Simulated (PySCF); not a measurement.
**P⁺ (phosphorus, charge +1): UHF calculation**

Configuration: [Ne] 3s2 3p2, high-spin 3P determinant. Computed with PySCF 2.14 in x2c-SVPall (4s3p1d, 18 functions), with the spin-free X2C one-electron Hamiltonian (Gaussian nucleus).

```json
{
 "Total energy": "-341.038009 hartree",
 "One-electron energy": "-466.6844 hartree",
 "Hartree (Coulomb) energy": "148.0858 hartree",
 "Exchange energy": "-22.4394 hartree",
 "⟨S²⟩": "2.0089",
 "⟨L²⟩": "2.026",
 "Sum of ⟨r⟩": "12.14 bohr",
 "Sum of ⟨r²⟩": "21.23 bohr²",
 "Traceless quadrupole moment −½Σ⟨3z² − r²⟩ along its main axis": "2.18 e·bohr²",
 "Langevin diamagnetic susceptibility": "-16.8 ×10⁻⁶ cm³/mol",
 "Time after the integrals": "0.04 s of wall time on 1 thread of Neoverse-V2 (shared host)"
}
```

```
shell  electrons  mean orbital energy (hartree)  spread (hartree)  rms radius, mean of both spins (bohr)
 1s α          1                      -80.57439                 0                                  0.120
 1s β          1                      -80.55856                 0                                  0.120
 2s α          1                       -7.95921                 0                                  0.560
 2s β          1                       -7.94184                 0                                  0.560
 2p α          3                       -5.82069           0.01466                                  0.540
 2p β          3                       -5.79004           0.02016                                  0.540
 3s α          1                       -1.13940                 0                                   1.99
 3s β          1                       -0.93843                 0                                   1.99
 3p α          2                       -0.72381                 0                                   2.34
```

Densities and radii are taken from the X2C orbitals without a picture-change correction, which distorts them close to the nucleus.
